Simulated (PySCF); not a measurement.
Computed vibrations of [Nd(NO3)]2+

[Nd(NO3)]2+ (singlet in the valence; each metal's 4f electrons, 3 of them, lie in its core potential, out of spins and levels). PySCF 2.14.0, RKS PBE, Nd lcecp-1-SVP with ECP49, O def2-SVP, N def2-SVP; non-relativistic Hamiltonian with scalar-relativistic core potentials where named; density fitting; no spin-orbit coupling. Central differences of gradients.

```xyz
5

Nd    0.0000    0.0000   -0.7923
O     1.0924    0.0000    1.1317
O    -1.0924    0.0000    1.1317
N     0.0000    0.0000    1.9220
O     0.0000    0.0000    3.0835
```

Run from Python with OMP_NUM_THREADS=2. Where DIIS fails, smearing, a level shift and second-order steps follow.
It took 50 s on 2 threads of Intel(R) Xeon(R) Platinum 8488C (Sapphire Rapids), with other jobs on the host.

(1) What are the harmonic wavenumbers and infrared intensities?

(2) Is this a minimum?

An lcecp potential fixes the number of 4f electrons, so in runs with it no electron can move into or out of that shell.

Answers

(1) Modes are labelled in C2v; negative numbers are unstable modes, those under 60 cm⁻¹ near the noise; a finer grid moves soft modes by up to 10 cm⁻¹.
| cm⁻¹ | km/mol | symmetry |
| --- | --- | --- |
| 145 | 8.9 | b1 |
| 234 | 1.0 | b2 |
| 350 | 31.3 | a1 |
| 587 | 23.1 | b2 |
| 744 | 73.2 | a1 |
| 745 | 11.3 | b1 |
| 893 | 130.5 | a1 |
| 968 | 138.7 | b2 |
| 1831 | 318.4 | a1 |

(2) Yes. Ideal gas at 298.15 K and 1 bar: S = 322.6 J/(mol K), Cp = 70.0 J/(mol K), H − H(0 K) = 15.1 kJ/mol (rigid rotor, harmonic modes, spin degeneracy alone, that of the 4f electrons in the core included).
